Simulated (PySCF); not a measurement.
# Working out the ionisation energy of Fe⁺

Fe⁺ [Ar] 3d6 4s1 (6D) → Fe²⁺ [Ar] 3d6 (5D). Computed with PySCF 2.14 in cc-pVTZ, with the non-relativistic Hamiltonian (point nucleus). Frozen: [Ar]. Energies in hartree (1 hartree = 27.21139 eV):

| part | Fe⁺ (lower) | Fe²⁺ (upper) |
| --- | --- | --- |
| UHF | -1262.219846 | -1261.664431 |
| MP2 opposite-spin | -0.057901 | -0.052360 |
| MP2 same-spin | -0.086049 | -0.071175 |

Task: What does Hartree-Fock give?

Result: (-1261.664431) − (-1262.219846) = 0.555415 hartree = 15.114 eV.

Task: What do MP2 and SCS-MP2 (6/5 opposite-spin, 1/3 same-spin) give?

Result: The opposite-spin parts differ by 0.151 eV and the same-spin parts by 0.405 eV. MP2: 15.114 + (0.151) + (0.405) = 15.670 eV. SCS-MP2: 15.114 + 1.2 × (0.151) + (0.405)/3 = 15.430 eV.

Reference: 16.199 eV (measured; NIST Atomic Spectra Database, ionization energies), between the lowest levels; spin-orbit coupling is absent from the calculation.

The calculation is non-relativistic.

What remains against the reference includes basis incompleteness, the frozen core and correlation beyond second order.
